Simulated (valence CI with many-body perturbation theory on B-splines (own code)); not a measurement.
# Hg46+: E2, M1, M2 decay

Method: valence CI with perturbative core correlation (CI+MBPT): six valence electrons over a frozen Dirac-Fock core [Ar] 3d10, radial functions for each j: 9 s, 9 p, 8 d, 6 f, 3 g, 1 h, with the one-electron correlation potential Σ1 (screened to all orders), the two-electron term Σ2, the three-electron term Σ3, Breit, model QED; selected single and double excitations, second order for the rest, scaled by the run's own slope (own B-spline code, finite nucleus).

No measured spectrum was set against this ion. As an estimate, large intervals hold to a few tenths of a per cent, small ones and those within an open d or f shell to about a per cent. Among the levels kept, up to 650 cm⁻¹ of a level comes from second order outside the variational space, and about a tenth of that is noise between levels of different J, which matters for small intervals.

Lines 1 to 27 of 27 in falling wavelength, among levels below 381.49 eV, chosen from the decays that carry over 1 % of a level's rate. Wavelengths and rates use the calculated energies. Electric multipoles are in the length gauge with retardation, E1 and E2 with the static RPA response of the core. M1 uses the relativistic operator with retardation. Weak lines are less certain than strong ones. Lines between different terms over intervals too small for the method are left out, as are lines whose strength nearly cancels.

Levels are named by their leading jj configuration (3d3/2^4 stands for four electrons in 3d with j = 3/2), which in mixed levels can hold well under half, so a name can repeat and another be missing. Letters in brackets count levels of one name in rising energy.

```
λ vac (nm)                               Upper                               Lower  Type   A (s⁻¹)  Branch %
     124.7          (4s^2 4p1/2^2 4p3/2^2) J=0          (4s^2 4p1/2^2 4p3/2^2) J=2    E2  6.75e+00     100.0
     44.69      (4s^2 4p1/2^2 4p3/2 4d5/2) J=4      (4s^2 4p1/2^2 4p3/2 4d3/2) J=3    M1  1.34e+05      91.3
     41.15      (4s^2 4p1/2 4p3/2^2 4d5/2) J=5      (4s^2 4p1/2 4p3/2^2 4d3/2) J=4    M1  1.56e+05       2.8
     37.67  (4s^2 4p1/2 4p3/2^2 4d5/2) J=4 [b]  (4s^2 4p1/2 4p3/2^2 4d3/2) J=3 [a]    M1  1.07e+05       1.8
     12.73      (4s^2 4p1/2 4p3/2^2 4d3/2) J=4      (4s^2 4p1/2^2 4p3/2 4d5/2) J=3    M1  7.52e+04       1.4
     10.40  (4s^2 4p1/2 4p3/2^2 4d5/2) J=4 [a]      (4s^2 4p1/2^2 4p3/2 4d5/2) J=3    M1  6.67e+06      27.9
     9.867  (4s^2 4p1/2 4p3/2^2 4d5/2) J=4 [b]      (4s^2 4p1/2^2 4p3/2 4d5/2) J=3    M1  1.79e+06      30.7
     9.725      (4s^2 4p1/2 4p3/2^2 4d5/2) J=5      (4s^2 4p1/2^2 4p3/2 4d5/2) J=3    E2  2.41e+05       4.4
     9.455            (4s^2 4p1/2 4p3/2^3) J=1          (4s^2 4p1/2^2 4p3/2^2) J=0    M1  7.52e+06      24.6
     9.208  (4s^2 4p1/2 4p3/2^2 4d5/2) J=4 [a]      (4s^2 4p1/2^2 4p3/2 4d5/2) J=4    M1  1.66e+07      69.4
     9.110            (4s^2 4p1/2 4p3/2^3) J=2          (4s^2 4p1/2^2 4p3/2^2) J=0    E2  2.88e+05       1.9
     8.954  (4s^2 4p1/2 4p3/2^2 4d5/2) J=4 [b]      (4s^2 4p1/2^2 4p3/2 4d5/2) J=2    E2  4.61e+05       7.9
     8.821      (4s^2 4p1/2 4p3/2^2 4d3/2) J=4      (4s^2 4p1/2^2 4p3/2 4d3/2) J=3    M1  4.02e+06      75.7
     8.821      (4s^2 4p1/2 4p3/2^2 4d3/2) J=4      (4s^2 4p1/2^2 4p3/2 4d3/2) J=3    E2  7.94e+05      15.0
     8.789            (4s^2 4p1/2 4p3/2^3) J=1          (4s^2 4p1/2^2 4p3/2^2) J=2    M1  2.22e+07      72.5
     8.789            (4s^2 4p1/2 4p3/2^3) J=1          (4s^2 4p1/2^2 4p3/2^2) J=2    E2  8.82e+05       2.9
     8.786  (4s^2 4p1/2 4p3/2^2 4d5/2) J=4 [b]      (4s^2 4p1/2^2 4p3/2 4d5/2) J=4    M1  2.74e+06      47.2
     8.786  (4s^2 4p1/2 4p3/2^2 4d5/2) J=4 [b]      (4s^2 4p1/2^2 4p3/2 4d5/2) J=4    E2  5.31e+05       9.1
     8.674      (4s^2 4p1/2 4p3/2^2 4d5/2) J=5      (4s^2 4p1/2^2 4p3/2 4d5/2) J=4    M1  4.31e+06      78.2
     8.674      (4s^2 4p1/2 4p3/2^2 4d5/2) J=5      (4s^2 4p1/2^2 4p3/2 4d5/2) J=4    E2  7.73e+05      14.0
     8.552      (4s^2 4p1/2 4p3/2^2 4d3/2) J=4      (4s^2 4p1/2^2 4p3/2 4d3/2) J=2    E2  3.74e+05       7.1
     8.550                  (4s^2 4p3/2^4) J=0            (4s^2 4p1/2 4p3/2^3) J=2    E2  4.12e+06       5.5
     8.490            (4s^2 4p1/2 4p3/2^3) J=2          (4s^2 4p1/2^2 4p3/2^2) J=2    M1  1.37e+07      89.2
     8.490            (4s^2 4p1/2 4p3/2^3) J=2          (4s^2 4p1/2^2 4p3/2^2) J=2    E2  1.37e+06       8.9
     8.267                  (4s^2 4p3/2^4) J=0            (4s^2 4p1/2 4p3/2^3) J=1    M1  5.89e+07      78.4
     7.635  (4s^2 4p1/2 4p3/2^2 4d5/2) J=4 [a]      (4s^2 4p1/2^2 4p3/2 4d3/2) J=3    M1  2.78e+05       1.2
     5.985      (4s^2 4p1/2^2 4p3/2 4d5/2) J=4          (4s^2 4p1/2^2 4p3/2^2) J=2    M2  1.26e+04       8.6
```
